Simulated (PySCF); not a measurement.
**Identify the compound**

An unknown has the formula C2H12OSi4. Its calculated NMR data are:

¹H NMR (300 MHz, computed): δ 4.75 (m, 1H), 4.22 (m, 2H), 4.16 (m, 2H), 4.06 (m, 1H), 4.02 (m, 1H), 3.56 (d, 2H), 3.54 (s, 3H).

¹³C{¹H} NMR (computed): δ 67.8 (CH2), 64.9 (CH3).

- σ from GIAO-PBE0/pcSseg-1
- GFN2-xTB structure
- program: PySCF 2.14
- equivalent nuclei averaged, no relativistic terms, gas phase, one conformer

Shifts are taken against calculated references (same method and geometry level): ¹H (σ = 31.72 ppm), ¹³C (σ = 186.93 ppm) against TMS.

Q: What is the structure?

A: 
1. Rings plus π bonds: 1 (1 ring in the answer).
2. 2 carbon signals for 2 carbons: no two carbons are equivalent.
3. Carbon types of the structure: 1 × CH2, 1 × CH3, leaving 7 H on heteroatoms.
4. δC 67.8: sp3 CH2 bonded to O and Si; pulled downfield by the heteroatom.
5. δC 64.9: methyl carbon bonded to O; the inductive effect lowers its shielding.
6. δH 4.75: hydrogen on a silicon bonded to C, 2 Si, in a 4-membered ring.
7. δH 4.22, 4.16, 4.06, 4.02: hydrogen on a silicon bonded to 2 Si, in a 4-membered ring.
8. δH 3.56: hydrogen on an sp3 CH2 bonded to O and Si; its carbon carries O, hence the downfield position.
9. δH 3.54: hydrogen on a methyl carbon bonded to O; its carbon carries O, hence the downfield position.

These data were computed for SMILES COC[SiH]1[SiH2][SiH2][SiH2]1.

The shifts were computed for this structure.

Shifts are as computed. Against solution values, carbons near 30 ppm lie about +3 ppm off and those near 130 ppm about +5 ppm. Of 1211 compounds with measured shifts, 218 miss one by over three times the rms of a fit or turn the order of signals round; such compounds aren't used in these exercises. Multiplicities follow the n + 1 count of equivalent neighbours, as no J values were calculated; m marks all less simple cases, F and P coupling included.
